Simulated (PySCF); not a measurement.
# Dipole moment and polarisability of [(F)3Hf]2O

[(F)3Hf]2O (singlet state).
Geometry (PBE0-D3(BJ)/def2-SVP, Å), atoms numbered from 1 in this order:
```xyz
9
F6Hf2O angstrom
Hf    -0.0580    1.8225   -0.6627
F      1.6994    2.3198   -1.2169
F     -1.2865    1.9084   -2.1203
F     -0.6339    2.9718    0.7477
O     -0.0167   -0.0158   -0.0223
Hf     0.0794   -1.8393    0.6537
F      1.3482   -1.8656    2.0787
F     -1.6514   -2.3670    1.2613
F      0.6522   -3.0043   -0.7447
```

Level: CAM-B3LYP/def2-SVPD (PySCF), static field, nuclei fixed, core orbitals frozen in the response. The polarisability tensor in these axes (au):

```
x   64.57 -0.57  0.35
y   -0.57 83.03 -6.39
z    0.35 -6.39 66.47
```

Problem. Give the principal values, the mean and the anisotropy Δα = √{½[(α1 − α2)² + (α2 − α3)² + (α1 − α3)²]}.

Solution. Principal values 64.22, 64.62 and 85.23 au; mean 71.36 au = 10.57 Å³ = 11.77 × 10⁻⁴⁰ C²·m²/J; Δα = 20.81 au (29 % of the mean).

Problem. What is the dipole moment?

Solution. 0.04 D at this geometry.

Problem. Molar refractivity from α?

Solution. Lorentz–Lorenz: R = (4π/3)N_A α = 2.5225 cm³/(mol·Å³) × 10.57 Å³ = 26.7 cm³/mol, in the limit of long wavelengths.

Problem. Find the Langevin capture rate constant for H3O+ (19.018 u) meeting this molecule (489.878 u), k = 2.342 × 10⁻⁹ cm³/s × √(α in Å³ / reduced mass in u).

Solution. The reduced mass is 18.31 u, so k = 1.78 × 10⁻⁹ cm³/s.

Problem. Refractivity n − 1 of an ideal gas of it at 273.15 K and 1 atm, from the electronic α?

Solution. N = p/kT = 2.6868 × 10¹⁹ cm⁻³, so n − 1 = 2π × N × 10.57 × 10⁻²⁴ cm³ = 1785 × 10⁻⁶ at long wavelengths, for an ideal gas.

Problem. Rayleigh depolarisation ratio (linearly polarised light, static tensor)?

Solution. ρ = 3Δα²/(45ᾱ² + 4Δα²) = 1298.9/(229131 + 1731.9) = 0.00563.

Problem. In TDDFT the mean static polarisability is Σ f/ω² over all singlet excitations (ω in hartree). How much of it do the 10 lowest give? Their energies (eV) and oscillator strengths: 8.22, 0.0001; 8.26, 0.0082; 8.28, 0.0024; 8.42, 0.0329; 8.43, 0.0241; 8.93, 0.4716; 9.33, 0.0000; 9.41, 0.0020; 9.43, 0.0012; 9.45, 0.0003.

Solution. They add up to 5.12 au, 7.2 % of the 71.36 au; the largest single term is 4.38 au, from the state at 8.93 eV. Terms in order: 0.00, 0.09, 0.03, 0.34, 0.25, 4.38, 0.00, 0.02, 0.01, 0.00 au. Higher excitations give the rest. The strengths listed sum to 0.543.

Geometry: PBE0-D3(BJ)/def2-SVP; no solvent, vibrations or thermal averaging. Atoms past krypton carry effective core potentials; spin–orbit coupling is left out.
